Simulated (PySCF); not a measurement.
# Radial density of N(2+) (nitrogen, charge +2)

M06-L, [He] 2s1 2p2, high-spin 4P determinant (an excited configuration). Calculation: PySCF 2.14, in dyall-av3z; no relativity, point nucleus.

```json
{"r (bohr)": "0.00309", "4πr²ρ (e/bohr)": "0.02319", "4πr²(ρα − ρβ)": "0.0007"}
{"r (bohr)": "0.00520", "4πr²ρ (e/bohr)": "0.06378", "4πr²(ρα − ρβ)": "0.0020"}
{"r (bohr)": "0.00875", "4πr²ρ (e/bohr)": "0.1719", "4πr²(ρα − ρβ)": "0.0054"}
{"r (bohr)": "0.0147", "4πr²ρ (e/bohr)": "0.4482", "4πr²(ρα − ρβ)": "0.0139"}
{"r (bohr)": "0.0248", "4πr²ρ (e/bohr)": "1.106", "4πr²(ρα − ρβ)": "0.0343"}
{"r (bohr)": "0.0416", "4πr²ρ (e/bohr)": "2.486", "4πr²(ρα − ρβ)": "0.0767"}
{"r (bohr)": "0.0700", "4πr²ρ (e/bohr)": "4.746", "4πr²(ρα − ρβ)": "0.1450"}
{"r (bohr)": "0.118", "4πr²ρ (e/bohr)": "6.963", "4πr²(ρα − ρβ)": "0.2090"}
{"r (bohr)": "0.198", "4πr²ρ (e/bohr)": "6.747", "4πr²(ρα − ρβ)": "0.2392"}
{"r (bohr)": "0.333", "4πr²ρ (e/bohr)": "3.613", "4πr²(ρα − ρβ)": "0.5097"}
{"r (bohr)": "0.561", "4πr²ρ (e/bohr)": "2.141", "4πr²(ρα − ρβ)": "1.6768"}
{"r (bohr)": "0.943", "4πr²ρ (e/bohr)": "2.605", "4πr²(ρα − ρβ)": "2.5957"}
{"r (bohr)": "1.59", "4πr²ρ (e/bohr)": "1.194", "4πr²(ρα − ρβ)": "1.1945"}
{"r (bohr)": "2.67", "4πr²ρ (e/bohr)": "0.08419", "4πr²(ρα − ρβ)": "0.0842"}
{"r (bohr)": "4.49", "4πr²ρ (e/bohr)": "0.0004164", "4πr²(ρα − ρβ)": "0.0004"}
```
